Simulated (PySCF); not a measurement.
These are PBE-D3(BJ)/def2-TZVP // r2SCAN-D4/def2-TZVP in PySCF values and carry that method's errors. Isolated molecules, 0 K electronic values unless said otherwise. One relaxed conformer stands for a flexible species; it need not be the lowest. 

Reference species (SMILES): `N[Si@@H]([SiH3])[SiH2]O` (neutral, multiplicity 1).

```json
{
 "HOMO": "-6.22 eV",
 "LUMO": "-1.52 eV"
}
```

Changed species: `[Si@@H]([SiH3])(O)[SiH2]N`.

**Question.** Give the shifts of the HOMO and LUMO.

**Answer.** the HOMO rises by 0.07 eV, to -6.15 eV; the LUMO falls by 0.09 eV, to -1.61 eV.
